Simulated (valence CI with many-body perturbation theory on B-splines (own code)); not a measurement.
**La⁴³⁺: one-electron terms**

Computed by relativistic CI+MBPT: four valence electrons over a frozen Dirac-Fock core [Ne], radial functions for each j: 11 s, 11 p, 10 d, 8 f, 5 g, 2 h, with the one-electron correlation potential Σ1, the two-electron term Σ2, the three-electron term Σ3, Breit, model QED; selected CI, second order for the rest, scaled by the run's own slope (own B-spline code, finite nucleus).

The last digits are not significant, and no measured levels were compared; by estimate large intervals hold to a few tenths of a per cent, small ones and those within an open d or f shell to about a per cent. Among the levels kept, up to 550 cm⁻¹ of a level comes from second order outside the variational space, and about a tenth of that is noise between levels of different J, which matters for small intervals.

These are the spectroscopic orbitals of the CI (the correlating ones are not listed), shaped by the core and the other valence electrons. h is the expectation value of the core's Dirac-Fock operator, without the valence repulsion; Σ1 is computed up to l = 3 at one energy for each symmetry, that of its lowest orbital but kept below the first core excitation, so for empty shells it is not the orbital's own correlation shift; Breit and QED include the response of the core.

```tsv
Orbital	h (hartree)	Σ1 (cm⁻¹)	Breit (cm⁻¹)	QED (cm⁻¹)	⟨r⟩ (bohr)
3s1/2	-139.75	-6696	18262	14325	0.2568
4s1/2	-76.007	-2234	7060	5703	0.4763
5s1/2	-47.677	-1019	3369	2777	0.7660
6s1/2	-32.673	-556	1883	1562	1.123
7s1/2	-23.778	-338	1159	965	1.548
8s1/2	-18.076	-221	764	637	2.041
3p1/2	-135.75	-8591	30470	17.5	0.2435
4p1/2	-74.338	-2811	11838	18.2	0.4675
5p1/2	-46.839	-1291	5753	11.2	0.7604
6p1/2	-32.194	-707	3238	7.0	1.121
7p1/2	-23.479	-430	2001	4.6	1.550
8p1/2	-17.877	-282	1323	3.2	2.046
3p3/2	-131.64	-7790	18043	1430	0.2522
4p3/2	-72.663	-2618	6960	576	0.4791
5p3/2	-45.998	-1216	3588	286	0.7749
6p3/2	-31.713	-669	2021	163	1.139
7p3/2	-23.18	-409	1251	101	1.570
8p3/2	-17.678	-269	828	67.3	2.069
3d3/2	-126.62	-9513	14039	-487	0.2176
4d3/2	-70.742	-2634	5023	-165	0.4503
5d3/2	-45.055	-1171	2387	-77.2	0.7506
6d3/2	-31.18	-634	1330	-42.6	1.119
7d3/2	-22.848	-385	818	-26.1	1.555
3d5/2	-125.67	-8810	6693	53.5	0.2203
4d5/2	-70.332	-2433	2374	52.9	0.4536
5d5/2	-44.845	-1082	1151	32.1	0.7546
6d5/2	-31.058	-587	643	19.9	1.123
7d5/2	-22.772	-356	397	13.0	1.560
4f5/2	-69.293	-2260	474	-70.0	0.3975
5f5/2	-44.326	-1099	324	-37.9	0.7018
6f5/2	-30.763	-619	204	-22.4	1.074
7f5/2	-22.588	-384	136	-14.3	1.514
4f7/2	-69.121	-2186	120	24.9	0.3991
5f7/2	-44.238	-1059	81.9	10.5	0.7036
6f7/2	-30.712	-596	50.0	5.5	1.076
7f7/2	-22.556	-369	33.3	3.3	1.516
5g7/2	-44.128		10.1	-15.5	0.6203
6g7/2	-30.649		10.1	-9.2	0.9933
7g7/2	-22.516		8.0	-5.9	1.435
5g9/2	-44.077		1.5	11.5	0.6214
6g9/2	-30.619		1.5	6.5	0.9946
7g9/2	-22.497		1.1	4.0	1.436
6h9/2	-30.602				0.8840
6h11/2	-30.582				0.8848
```

Among the shells of the start configuration 3s2 3p2, Σ1 is largest in size for 3p1/2, where it is 0.029 % of h.

Lowest root of each symmetry, sizes in configuration state functions:

```tsv
J	Parity	Roots	Reference	Variational	Second order	Change by selected CI (cm⁻¹)	Change by second order (cm⁻¹)
0	even	12	61	21608	59917	-9207	0
1	even	17	125	32000	149618	-8005	-39
2	even	25	164	31992	232620	-8905	-150
3	even	15	123	31998	268466	-9853	-157
4	even	10	79	31997	260817	-9645	-185
5	even	3	28	31995	144102	-10088	-37
0	odd	10	55	24053	40829	-8680	-1
1	odd	25	145	31997	149927	-9153	-106
2	odd	29	177	31999	232195	-7004	-197
3	odd	23	153	31994	268630	-8821	-274
4	odd	14	100	31998	220305	-8842	-237
5	odd	5	48	31998	183630	-13019	-101
6	odd	2	16	22225	82997	-9421	-15
```
